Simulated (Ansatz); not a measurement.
Geometry optimisation, RKS B3LYP/def2-SVP in Ansatz.

input.yaml

```yaml
crystal:
  periodic: [false, false, false]
  atoms:
    - { symbol: O, position_ang: [-2.1811, 0.0536, -0.2148] }
    - { symbol: C, position_ang: [-1.0609, -0.6382, -0.6196] }
    - { symbol: Si, position_ang: [0.4227, -0.5151, 0.4865] }
    - { symbol: O, position_ang: [0.2184, -1.0317, 2.0432] }
    - { symbol: S, position_ang: [0.9828, 1.5618, 0.6484] }
    - { symbol: S, position_ang: [1.7763, 1.882, -1.2041] }
    - { symbol: H, position_ang: [-2.0001, 1.0494, -0.3266] }
    - { symbol: H, position_ang: [-0.7593, -0.3026, -1.6414] }
    - { symbol: H, position_ang: [-1.3509, -1.6701, -0.6375] }
    - { symbol: H, position_ang: [1.6091, -1.2699, -0.0286] }
    - { symbol: H, position_ang: [-0.632, -0.6264, 2.4959] }
    - { symbol: H, position_ang: [3.052, 1.452, -0.9674] }
basis:
  gaussian: { orbitals: def2-SVP }
hamiltonian:
  xc: b3lyp
relax:
  f_tol: 0.015
  max_steps: 40
```

Command:

```bash
$ ansatz run input.yaml --threads 2 --pin off --max-ram 3072MiB --backend cpu --events-out ev --progress --plain --runs-dir out
```

Where does it end, and by what steps?

It converged. After 12 steps the energy has fallen by 0.465 eV; H11 moved furthest, 0.53 Å.

| step | energy less start (eV) | largest force component (eV/Å) | accepted |
| --- | --- | --- | --- |
| 0 | 0.0000 | 3.157 | yes |
| 1 | -0.3770 | 1.181 | yes |
| 2 | -0.4276 | 0.308 | yes |
| 3 | -0.4428 | 0.234 | yes |
| 4 | -0.4524 | 0.126 | yes |
| 5 | -0.4545 | 0.140 | yes |
| 6 | -0.4598 | 0.240 | yes |
| 7 | -0.4618 | 0.109 | yes |
| 8 | -0.4639 | 0.131 | yes |
| 9 | -0.4646 | 0.106 | yes |
| 10 | -0.4652 | 0.048 | yes |
| 11 | -0.4652 | 0.030 | yes |
| 12 | -0.4654 | 0.014 | yes |

```xyz
12
Properties=species:S:1:pos:R:3
O -2.078 0.009 0.041
C -0.980 -0.625 -0.629
Si 0.516 -0.472 0.528
O -0.028 -0.905 2.040
S 1.067 1.646 0.618
S 1.759 1.810 -1.384
H -1.897 0.960 0.056
H -0.815 -0.226 -1.647
H -1.252 -1.688 -0.745
H 1.711 -1.283 0.183
H -0.984 -0.767 2.125
H 3.058 1.487 -1.152
```

The run took 61 s on 2 threads of Arm Neoverse V2 (shared host), peak memory 0.32 GiB.
